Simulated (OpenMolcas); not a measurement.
Ti2+: effect of the active space

* Program: OpenMolcas 26.06
* Method: SS-CASPT2, IPEA 0.25 Eh, imaginary shift 0.1 Eh
* Basis: ANO-R1
* Scalar Hamiltonian: X2C, finite nucleus
* Spin-orbit coupling: state interaction with AMFI integrals over the reference wave functions, term energies averaged over their components

A. 2 electrons in 5 orbitals (3d); 2S+1 = 3 even, 10 roots; 2S+1 = 1 even, 15 roots; closed shells correlated: 3s 3p; CASPT2 step of the order of 2.6 core-seconds
B. 2 electrons in 6 orbitals (3d 4s); 2S+1 = 3 even, 15 roots; 2S+1 = 1 even, 20 roots kept (CI in the orbitals of an earlier block); closed shells correlated: 3s 3p; CASPT2 step about 5 core-seconds
C. 2 electrons in 10 orbitals (3d 4d); 2S+1 = 3 even, 10 roots; 2S+1 = 1 even, 15 roots; closed shells correlated: 3s 3p; CASPT2 step roughly 60 core-seconds

Energies in cm⁻¹ above 3d² ³F₂, the measured ground level; measured values from Corliss and Sugar, J. Phys. Chem. Ref. Data 8, 1 (1979).

```csv
Level,A,B,C,Measured
3d² ³F₂,0.0,0.0,0.0,0.0
3d² ³F₃,191,195,191,185
3d² ³F₄,438,447,440,420
3d² ¹D₂,8150,8460,8580,8474
3d² ³P₀,11160,11080,11040,10538
3d² ³P₁,11230,11150,11110,10604
3d² ³P₂,11360,11290,11240,10721
3d² ¹G₄,15140,15370,15400,14398
3d² ¹S₀,32680,32730,33120,32476
```

Deviations, from unrounded energies. A percentage is the sum of absolute deviations over the sum of measured energies, with the sign that they share, or ± where signs differ.

```json
{"Against measurement": "mean absolute deviation (cm-1)", "Levels": "8", "A": "400", "B": "370", "C": "410"}
{"Against measurement": "fine structure of the ground term (%)", "Levels": "2", "A": "+3.9", "B": "+6.0", "C": "+4.3"}
{"Against measurement": "other terms of the ground configuration (%)", "Levels": "6", "A": "±3.6", "B": "±3.3", "C": "+3.8"}
```

B lies closest to measurement on these levels and C furthest from it. The largest miss of B in the table is 3d² ¹G₄, by +980 cm-1. The ranking rests on the paired levels alone, and a cruder setting can come out closer through cancelling errors.

The two smallest mean deviations differ by little beside CASPT2's spread within terms, so their order carries little weight.

Among A to C the level of the table that moves most is 3d² ¹S₀, by 440 cm-1 (lowest in A, highest in C). Moves below CASPT2's spread within the term are not significant.

CASPT2 does not keep the components of a term degenerate, so their means are used; among the terms shown or strongly mixed into the levels shown the widest spread is 680 cm-1 (3d² ¹G, B). Terms from blocks run as CI alone lack orbitals of their own (holds for B). Active for correlation alone: 4d; no level in the range computed is led by a configuration that fills it, so any true level of that kind is missing (holds for C). Measured partners are found by configuration, term and J. A level has none where our copy of the source lacks it or the pairing is in doubt (some pairs that miss far off the trend of their configuration count as doubtful), and it then counts in no deviation. Only configurations of the active space appear. Levels that lie high or do not pair safely by name in every column are left out.
